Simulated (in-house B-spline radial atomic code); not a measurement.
Orbital energies and mean radii along the 55-electron series, configuration [Kr] 4d10 4f9. The effective charge is n√(-2ε), a non-relativistic measure. Computed with a radial B-spline atomic code at the basis-set limit: Dirac-Hartree-Fock, average of the configuration, finite nuclei.

| ion | Z | energy of 4s1/2 (Eh) | mean radius of 4s1/2 (bohr) | energy of 3d5/2 (Eh) | mean radius of 3d5/2 (bohr) | energy of 4p1/2 (Eh) | mean radius of 4p1/2 (bohr) | effective charge of 4s1/2 |
| --- | --- | --- | --- | --- | --- | --- | --- | --- |
| Tm14+ | 69 | -28.623 | 0.49461 | -66.133 | 0.20134 | -25.31 | 0.50191 | 30.264 |
| Yb15+ | 70 | -30.732 | 0.48345 | -69.853 | 0.1976 | -27.314 | 0.48986 | 31.36 |
| Lu16+ | 71 | ? | ? | ? | ? | ? | ? | ? |
| Hf17+ | 72 | ? | ? | ? | ? | ? | ? | ? |
| Ta18+ | 73 | -37.572 | 0.45224 | -81.722 | 0.18715 | -33.828 | 0.45636 | 34.674 |

Fill in the row of Lu16+.

energy of 4s1/2 (Eh): -32.927; mean radius of 4s1/2 (bohr): 0.47268; energy of 3d5/2 (Eh): -73.692; mean radius of 3d5/2 (bohr): 0.19399; energy of 4p1/2 (Eh): -29.402; mean radius of 4p1/2 (bohr): 0.47826; effective charge of 4s1/2: 32.46.

Fill in the row of Hf17+.

energy of 4s1/2 (Eh): -35.207; mean radius of 4s1/2 (bohr): 0.46228; energy of 3d5/2 (Eh): -77.648; mean radius of 3d5/2 (bohr): 0.19051; energy of 4p1/2 (Eh): -31.573; mean radius of 4p1/2 (bohr): 0.4671; effective charge of 4s1/2: 33.565.

How does the screening of 4s1/2 change?

Z less the effective charge goes from 38.74 at Z = 69 to 38.33 at Z = 73.
